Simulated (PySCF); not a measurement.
# Excitation energy of Xe by level of theory

Xe [Xe] (1S) → Xe [Kr] 4d10 5s2 5p5 6s1 (3P), as a difference of total energies. Calculation: PySCF 2.14, in aug-cc-pVTZ-PP with ECP28MDF; a scalar-relativistic core potential. Correlated levels: valence: 4s2 4p6 4d10 frozen. The calculations carry no spin-orbit coupling.

```
           method  excitation energy (eV)
              UHF                   8.427
              LDA                   8.773
           r2SCAN                   8.947
          r2SCAN0                   8.955
          wB97M-V                   8.948
        CAM-B3LYP                   8.880
           B2PLYP                   8.817
    MP2 (valence)                   8.833
SCS-MP2 (valence)                   8.868
```

Q: Estimate what PBE0 gives.

A: 8.808 eV, closest to B2PLYP among the rows shown.

Q: Estimate what PBE gives.

A: 8.640 eV, closest to LDA among the rows shown.

The promoted electron is Rydberg-like, and one or two diffuse shells describe it only roughly, which tends to raise the upper state.
